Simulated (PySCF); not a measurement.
# `C(/[C@H](C=C)CF)=C/C#N`, C7H8FN

Cartesian coordinates in Å; atom numbers follow the order of the lines, from 1:
```xyz
17

C    -1.9455   -1.3777    0.2824
C    -1.4086   -0.3138   -0.2812
C    -0.1328    0.3323    0.1946
C     0.9068    0.1712   -0.8725
C     2.0026   -0.5764   -0.7444
C     2.3163   -1.2836    0.4328
N     2.5843   -1.8589    1.3885
C    -0.3689    1.8207    0.4881
F    -0.7475    2.4903   -0.6478
H    -1.4938   -1.8608    1.1334
H    -2.8592   -1.8117   -0.0857
H    -1.8668    0.1599   -1.1386
H     0.2028   -0.1438    1.1211
H     0.7124    0.6943   -1.7988
H     2.7201   -0.6800   -1.5475
H    -1.1754    1.9488    1.2167
H     0.5464    2.3014    0.8489
```

Level of theory: PySCF, GIAO revPBE/6-31G magnetisability, rotational g tensor and spin-rotation constants, non-relativistic, gas phase. Geometry: GFN2-xTB.

Problem. How diamagnetic is it, and how anisotropic?

Solution. Isotropic -1156 × 10⁻³⁰ J/T², or -69.6 × 10⁻⁶ cm³/mol; principal values -1220, -1144, -1103 × 10⁻³⁰ J/T², anisotropy 103 × 10⁻³⁰ J/T² (root of half the summed squared differences of the principal values). The susceptibility is in cgs units.

Problem. Split it along the inertial axes a, b, c into diamagnetic and paramagnetic parts about the centre of mass, with the quadrupole moment.

Solution. 
```
axis  χ (10⁻⁶ cm³/mol)  diamagnetic (10⁻⁶ cm³/mol)  paramagnetic (10⁻⁶ cm³/mol)  summed x² of all electrons (Å²)  quadrupole Θ (D Å)
   a             -68.4                      -657.0                        588.6                            229.8              -16.59
   b             -69.3                     -1159.6                       1090.3                            111.4               +8.25
   c             -71.1                     -1447.4                       1376.3                             43.5               +8.34
```
Anisotropies 2χaa − χbb − χcc = +3.7 and 2χbb − χaa − χcc = +0.9 × 10⁻⁶ cm³/mol. Θ is traceless in Buckingham's convention.

Problem. And the rotational g tensor?

Solution. 
| axis | rotational constant (GHz) | g | nuclear part | electronic part |
| --- | --- | --- | --- | --- |
| a | 2.1990 | -0.0208 | 0.5873 | -0.6081 |
| b | 1.0601 | -0.0168 | 0.5261 | -0.5430 |
| c | 0.8422 | -0.0127 | 0.5319 | -0.5446 |

Asymmetric top; isotopes 12C, 19F, 1H, 14N; no vibrational averaging.
